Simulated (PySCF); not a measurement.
H₂O.

```xyz
3

O      0.0000     0.0000    -0.1169
H      0.0000    -0.7650     0.4676
H      0.0000     0.7650     0.4676
```

The structure is a stationary point at B3LYP-D3(BJ)/def2-TZVP.

The numbers are results of PBE/pcSseg-2 in PySCF, not measurements. Non-relativistic, no solvent.

Computed absolute GIAO shielding of each atom: isotropic value and principal components (ppm):
```csv
atom,σ(iso),σ11,σ22,σ33,span
O1,327.5,301.0,324.3,357.3,56.3
H2,31.0,23.9,25.4,43.8,20.0
H3,31.0,23.9,25.4,43.8,20.0
```
